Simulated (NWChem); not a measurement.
CuNH$_{4}$O; SMILES [NH3]->[Cu][OH]

```xyz
7

Cu    -0.0098     0.1463     0.0004
O     -0.0989     1.9192    -0.0009
H      0.7915     2.2861     0.0015
N     -0.0441    -1.7882     0.0001
H      0.8891    -2.1895    -0.1053
H     -0.6125    -2.1589    -0.7636
H     -0.4315    -2.1653     0.8669
```
Atoms are numbered in this order, from 1.

Results from NWChem. Structure relaxed at the PBE0/def2-SVP level. Vzz is the largest principal value of the second derivative of the potential at the nucleus (NWChem prints the opposite sign); η is the asymmetry. Non-relativistic.

For level B3LYP/cc-pVTZ:

- Vzz Cu1 (a.u.) = -0.647
- η Cu1 = 0.59

**Question.** Estimate the same quantities for level B3LYP/def2-TZVP.

**Answer.** 
* **Vzz Cu1 (a.u.)**: -0.577
* **η Cu1**: 0.70
